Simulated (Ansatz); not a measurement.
Consider the ligand exchange at the Si–C bond: `O[SiH](O)CCl` + `C[SiH](F)S` → `C[SiH](F)S[SiH](O)O` + `CCl`.

Program: Ansatz. Geometries: PBE0-D4/def2-TZVP. ΔE: electronic, gas phase. CCSD(T)/CBS is the MP2 limit (def2-TZVPP, def2-QZVPP) plus CCSD(T) − MP2 in def2-TZVPP, frozen cores. This one scheme is used for every species. Functionals use def2-TZVPP. B3LYP here is the variant with VWN-RPA as its local correlation; programs differ in this. Each species was taken in one conformer, which may not be the lowest.

(1) Is it downhill or uphill in electronic energy at CCSD(T)/CBS, and by how much? (Best estimate.)

(2) What do these levels give: PBE-D4, r2SCAN-D4, PBE0-D4, B3LYP-D4, ωB97X-V, B2PLYP, r2SCAN, PBE0, MP2/def2-TZVPP, SCS-MP2/def2-QZVPP, HF/CBS(def2), CCSD/CBS(def2)? (Estimate.)

Largest T1 diagnostic among the species: 0.012.

Answers

(1) The calculation gave: Downhill: ΔE = -81.5 kJ/mol.

(2) Computed: PBE-D4 -86.0, r2SCAN-D4 -86.3, PBE0-D4 -86.2, B3LYP-D4 -83.9, ωB97X-V -81.8, B2PLYP -80.1, r2SCAN -85.1, PBE0 -82.3, MP2/def2-TZVPP -84.9, SCS-MP2/def2-QZVPP -82.1, HF/CBS(def2) -75.3, CCSD/CBS(def2) -79.3 kJ/mol.

The D4 term adds −7.0 kJ/mol with B3LYP and −3.9 kJ/mol with PBE0; it sums over pairs of atoms, weighted by their polarisabilities, and B3LYP, whose exchange is more repulsive, gets the larger term. In def2-TZVPP, CCSD(T) changes the Hartree–Fock value by −3.7 kJ/mol (the triples alone add −2.3 kJ/mol) and MP2 by −9.2 kJ/mol.
